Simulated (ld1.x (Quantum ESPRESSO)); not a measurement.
**Sc (Z = 21), TM semilocal: configuration errors across variants**

ld1.x (Quantum ESPRESSO) 7.5 input, shortened:

```
&input
   title='Sc', zed=21., rel=1, dft='PBESOL', iswitch=3,
   config='[Ar] 3d1 4s2 4p0'
 /
 &inputp
   pseudotype=1, tm=.true., lloc=1,
   nlcc=.true., new_core_ps=.true.
 /
3
4S  1  0   2.00   0.00  3.35  3.35  0.0
3D  3  2   1.00   0.00  2.70  2.70  0.0
4P  2  1   0.00   0.00  3.65  3.65  0.0
 &test
   configts(1)='3d1 4s2 4p0'
 /
```

All-electron excitation energies from the reference (eV): (1) 3d1 4s1 4p0 6.903; (2) 3d1 4s0 4p0 19.554; (3) 3d1 4s1.5 4p0 2.758; (4) 3d0 4s2 4p0 8.396; (5) 3d1 4s0 4p1 10.325; (6) 3d2 4s1 4p0 1.664; (7) 3d2 4s0 4p0 7.537.

A semilocal file is local in each channel, so a ghost entry of none says nothing of the separable form that plane-wave codes build from it.

Errors AE − PS in meV (a dash: test not solved or not reliable):

```tsv
change	(1)	(2)	(3)	(4)	(5)	(6)	(7)	bound ghosts
base	-3.5	-53	-0.5	-9.3	-22	-67	-98	none
all radii but the core radius scaled by about 0.81 (s 2.72, p 2.96, d 2.18 bohr)	-3.4	-38	-0.6	-244	-7.5	-119	-223	none
all radii but the core radius scaled by about 0.88 (s 2.94, p 3.20, d 2.36 bohr)	-3.3	-39	-0.6	-189	-11	-109	-197	none
all radii but the core radius scaled by about 0.96 (s 3.22, p 3.50, d 2.58 bohr)	-3.3	-47	-0.5	-72	-19	-83	-134	none
all radii but the core radius scaled by about 1.10 (s 3.70, p 4.02, d 2.98 bohr)	-4.7	-85	-0.4	+140	-39	-26	-14	none
all radii but the core radius scaled by about 1.18 (s 3.94, p 4.30, d 3.18 bohr)	-6.8	-129	-0.5	+299	-59	+24	+81	none
all radii but the core radius scaled by about 1.24 (s 4.14, p 4.52, d 3.34 bohr)	-8.8	-170	-0.6	+413	-77	+64	+151	none
all radii but the core radius scaled by about 1.31 (s 4.40, p 4.80, d 3.54 bohr)	-11	-221	-0.7	+531	-96	+109	+223	none
all radii but the core radius scaled by about 1.39 (s 4.64, p 5.06, d 3.74 bohr)	-15	-289	-1.0	+685	-126	+176	+323	none
```

Q: Give the same row for: all radii but the core radius scaled by about 0.76 (s 2.56, p 2.78, d 2.06 bohr).

A: -3.0, -38, -0.5, -250, -4.9, -119, -226; bound ghosts: none.
